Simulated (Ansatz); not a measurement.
```yaml
crystal:
  periodic: [false, false, false]
  atoms:
    - {symbol: C, position_ang: [-0.406931, -1.230668, 0.851415]}
    - {symbol: N, position_ang: [-0.097846, -0.058376, 0.067405]}
    - {symbol: C, position_ang: [1.259900, -0.028920, -0.404864]}
    - {symbol: B, position_ang: [-1.057217, 0.940471, -0.191808]}
    - {symbol: O, position_ang: [-0.861426, 2.078494, -0.919456]}
    - {symbol: F, position_ang: [-2.291597, 0.791424, 0.308681]}
    - {symbol: H, position_ang: [-1.443139, -1.199855, 1.181056]}
    - {symbol: H, position_ang: [0.237683, -1.292310, 1.736895]}
    - {symbol: H, position_ang: [-0.255655, -2.146010, 0.266017]}
    - {symbol: H, position_ang: [1.971896, -0.044087, 0.429774]}
    - {symbol: H, position_ang: [1.478568, -0.894404, -1.042820]}
    - {symbol: H, position_ang: [1.465734, 0.867915, -0.991421]}
    - {symbol: H, position_ang: [0.020528, 2.181526, -1.276076]}
basis:
  gaussian: {orbitals: "6-31++G**", fitting: {mean_field: def2-universal-jkfit}}
hamiltonian: {xc: {name: B2PLYP}}
scf: {lower_state_search: off}
output: {forces: true}
```

```sh
$ ansatz run in.yaml --threads 2 --pin off --events-out ev --progress --plain --max-ram 32768MiB --backend cpu
```

Output, abridged:

```
Functional definition: B2PLYP
582 factors; integrals over basis functions are off by at most 2.1e-1 eV
mean field evaluation 1: about -9097.7989 eV, gradient 6.6e1 eV
mean field evaluation 2: about -9097.7963 eV, gradient 6.6e1 eV
mean field evaluation 4: about -9106.2977 eV, gradient 5.0e0 eV
mean field evaluation 8: about -9106.3465 eV, gradient 1.2e-1 eV
mean field evaluation 16: about -9106.3465 eV, gradient 1.0e-5 eV
mean field -9106.34654580 eV, -334.6520630547 hartree, gradient 4.2e-6 eV, S^2 0.000000; 0 other end points of the search recorded, 0 dependent functions left out
6 core orbitals not correlated: weight in the atoms' cores, before any rotation towards them, 1.000 or more for the frozen orbitals, at most 0.000 for the correlated occupied ones
reference -9106.34676922 eV, -334.6520712655 hartree; 18, 18 occupied and 132, 132 virtual orbitals, 582 factors
second order -29.87600160 eV of doubles, -0.00000000 eV of singles
Total energy: -9114.41328966 eV, -334.9485104236 hartree
Atom 0 at    -0.406931    -1.230668     0.851415 Å, force    -0.115735    -0.387356     0.263355 eV/Å
Atom 1 at    -0.097846    -0.058376     0.067405 Å, force    -0.098589     0.121406    -0.036700 eV/Å
Atom 2 at     1.259900    -0.028920    -0.404864 Å, force     0.479194    -0.007891    -0.155977 eV/Å
Atom 3 at    -1.057217     0.940471    -0.191808 Å, force     0.276233    -0.039014    -0.071483 eV/Å
Atom 4 at    -0.861426     2.078494    -0.919456 Å, force    -0.087979     0.281696    -0.133796 eV/Å
Atom 5 at    -2.291597     0.791424     0.308681 Å, force    -0.583370    -0.064329     0.233595 eV/Å
Atom 6 at    -1.443139    -1.199855     1.181056 Å, force     0.017633    -0.006904    -0.001903 eV/Å
Atom 7 at     0.237683    -1.292310     1.736895 Å, force    -0.007550     0.011760    -0.012469 eV/Å
Atom 8 at    -0.255655    -2.146010     0.266017 Å, force    -0.003655     0.018320    -0.001113 eV/Å
Atom 9 at     1.971896    -0.044087     0.429774 Å, force    -0.019370     0.005965    -0.008625 eV/Å
Atom 10 at     1.478568    -0.894404    -1.042820 Å, force    -0.014262     0.015499     0.007777 eV/Å
Atom 11 at     1.465734     0.867915    -0.991421 Å, force     0.004005    -0.019219     0.009593 eV/Å
Atom 12 at     0.020528     2.181526    -1.276076 Å, force     0.153443     0.070068    -0.092254 eV/Å
Dipole moment:     0.710170    -0.301287    -0.063327 e Å
Checks for a lower state left out: starts, cluster_reference, orbital_swaps, neighbouring_geometries, increment
```

Run time 9.5 s (2 threads of an AMD EPYC 7R13 on a shared host); peak host memory 0.34 GiB.
